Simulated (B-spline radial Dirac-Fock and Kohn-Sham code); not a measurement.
Z = 28 (nickel), transition energy 50 keV. These are calculated numbers from an atomic code on a B-spline grid; the model is a Dirac-Hartree-Slater potential of the neutral atom with a Latter tail (no hole, which puts coefficients of high multipoles low close above an edge), finite nucleus with surface currents. Subshells that would emit electrons below 1 keV are left out.

Question: A pure transition shows α(K) = 100, L1/L2 = 0.835 and L1/L3 = 0.540. What is its multipolarity?
A. M2
B. M3
C. E2
D. E3
E. E1
F. M4
G. M1
H. E4

Answer: D. For comparison, α(K), L1/L2, L1/L3 are E1 0.373, 18.7, 10.6; E2 6.77, 3.50, 2.16; E4 1430, 0.279, 0.184; M1 0.284, 21.2, 50.6; M2 5.43, 11.3, 9.01; M3 91.4, 7.03, 2.47; M4 1520, 4.94, 1.13.
